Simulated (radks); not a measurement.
The numbers below are computed, except where a source is named.
Species: the molybdenum ion Mo7+. Configuration: [Ar] 3d10 4s2 4p5.

Code: a radial shooting solver on a logarithmic mesh with Libxc functionals. Model: Dirac Kohn-Sham, PBE, spin-unpolarised, spherical densities, finite nucleus; open shells fill j = l - 1/2 first; Fermi nuclear charge, rms radius 4.4091 fm.

Energy parts (eV):
part                       energy
total                 -109846.708
kinetic                113921.901
electron-nucleus      -261587.850
Hartree                 41090.546
exchange-correlation    -3271.304

Orbitals (lengths in bohr, moments of r in powers of bohr; r(max) is where P^2 peaks):
orbital  occ.  eigenvalue (eV)  <1/r>   r(max)      <r^4>      <r>
1s1/2       2        -19923.07  43.55  0.02287  7.209e-06  0.03517
2s1/2       2        -2908.549  9.914   0.1297   0.001333   0.1534
2p1/2       2        -2684.642  9.889   0.1009  0.0008854   0.1307
2p3/2       4        -2578.072  9.416   0.1048  0.0009913   0.1353
3s1/2       2        -584.8115  3.397   0.3834    0.06818   0.4280
3p1/2       2        -499.6212  3.296   0.3706    0.07044   0.4224
3p3/2       4        -481.9933  3.183   0.3799    0.07732   0.4328
3d3/2       4        -331.5800  2.997   0.3203    0.07951   0.4112
3d5/2       6        -328.2286  2.968   0.3230    0.08192   0.4147
4s1/2       2        -164.2121  1.308   0.9663      2.219    1.049
4p1/2       2        -138.1784  1.214    1.015      2.922    1.114
4p3/2       3        -135.1280  1.185    1.036      3.144    1.136

The highest occupied level is 4p3/2 at -135.13 eV. The electron density at the nucleus is 9.09e+04 e/bohr^3. For comparison, the ionisation energy in NIST's Atomic Spectra Database is 144 eV (measured). In exact Kohn-Sham theory the highest level is minus the ionisation energy, but local and semilocal functionals leave it too shallow, through self-interaction and a potential that decays too fast; potentials with the right tail come closer. The density falls to 0.001 e/bohr^3 at r = 2.48 bohr.

Beside tabulated values, note that spin-unpolarised runs miss the spin-polarisation part of the exchange energy of open shells.
